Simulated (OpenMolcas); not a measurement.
V3+ (d2) among equal point charges was computed by CASSCF with the d shell active (OpenMolcas, ANO-RCC-VDZP on the metal). Its lowest spin-free states, and all those of the highest spin:

| 2S+1 | Degeneracy | E (cm-1) |
| --- | --- | --- |
| 3 | 3 | 0.0 |
| 3 | 3 | 13108 |
| 1 | 3 | 13427 |
| 1 | 2 | 13777 |
| 3 | 3 | 26907 |
| 1 | 1 | 27211 |
| 3 | 1 | 29363 |
| 1 | 3 | 29489 |
| 1 | 3 | 32847 |
| 1 | 2 | 47489 |
| 1 | 1 | 69982 |

Is the site octahedral, tetrahedral or cube-like, axial, or of lower symmetry?

The states with 2S+1 = 3 have orbital degeneracies 3, 3, 3, 1. Threefold states need a cubic site. For d2 at this spin an octahedron puts the threefold T1 below the threefold T2 and a tetrahedron or cube puts the single A2 below the threefold T2, so the site is octahedral. The run had V3+ among 6 point charges of -2 e arranged as an octahedron (Oh), 1.63 Å from the ion. The active orbitals were held to one l.

An orbital triplet at a regular site is open to Jahn-Teller coupling, which can distort the site and quench the lowest spin-orbit gaps and is left out. Without dynamic correlation the repulsion within the d shell is too large (B by tens of per cent), so at a given field states of lower spin stand too high. This is an electrostatic model: the charges have no orbitals. No measured value stands beside these numbers.
